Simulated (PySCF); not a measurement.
Bond curve of SnPb

Set-up: basis Sn aug-cc-pVDZ-PP with ECP28, Pb aug-cc-pVDZ-PP with ECP60; scalar-relativistic core potentials; PySCF 2.14. Energies in eV from Sn + Pb in their ground configurations at the same level. State: ³Σ⁻ (triplet), unpaired electrons π ↑↑.

All columns are HSE06. A positive dipole means Sn(−)Pb(+).

```tsv
R (Å)	E (eV)	μ (D)	Mulliken charge on Sn (basis-dependent)	HOMO (eV)	LUMO (eV)	Mayer bond order	⟨S²⟩
2.434	-1.363	0.45	0.02	-4.56	-3.96	2.02	2.00
2.547	-1.915	0.51	0.00	-4.59	-3.80	2.01	2.00
2.660	-2.218	0.57	-0.02	-4.61	-3.66	2.02	2.00
2.745	-2.328	0.60	-0.03	-4.62	-3.57	2.02	2.00
2.830	-2.363	0.63	-0.03	-4.61	-3.49	2.02	2.00
2.915	-2.341	0.66	-0.04	-4.60	-3.41	2.02	2.00
3.028	-2.247	0.69	-0.04	-4.57	-3.33	2.02	2.00
3.170	-2.058	0.72	-0.04	-4.52	-3.25	2.02	2.00
3.339	-1.772	0.75	-0.04	-4.45	-3.16	2.02	2.00
3.566	-1.350	0.77	-0.04	-4.35	-3.33	2.02	2.00
```

A fit through these points gives, at Re = 2.836 Å, μ = 0.64 D and dμ/dR = 0.342 D/Å; the reduced mass is 76.06 u.

Q: How strong is the fundamental in the double-harmonic approximation, I = 42.26·(dμ/dR)²/μred km/mol?

A: I = 42.26·(0.342)²/76.06 = 0.0650 km/mol at HSE06.

Spin–orbit coupling is left out, which matters for elements this heavy, above all for dissociation energies. The state was picked by a PBE0 search and need not be the measured ground state.
